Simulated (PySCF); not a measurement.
**From computed data to an observable: refractive index and permittivity of the vapour**

Al(H)(Me)(SiH3) (CH7AlSi), SMILES [CH3][AlH][SiH3].

Geometry: ωB97X-D3(BJ)/def2-SVP.

CAM-B3LYP/def2-TZVPD run with PySCF gives a mean static polarisability of 75.8 bohr³ and a dipole moment of 1.00 D. Take an ideal gas at 298.15 K and 0.01 bar, whether or not the substance is that volatile.

**Question.** Work out n − 1 in the optical limit and the static ε − 1.

**Answer.** 
Polarisability volume α' = 75.8 × 0.148185 = 11.23 Å³. Number density N = p/kT = 2.43e-7 Å⁻³.
Dilute limit of Lorentz–Lorenz: n − 1 = 2π N α' = 1.7e-5.
Orientation term of Debye: μ²/(3kT) = 8.098 Å³ × μ²(D²) = 8.10 Å³.
ε − 1 = 4π N (α' + μ²/3kT) = 5.9e-5. Orientation of the dipole supplies 42 % of the static response; it can't follow optical fields. Vibrational polarisation and dispersion are left out.
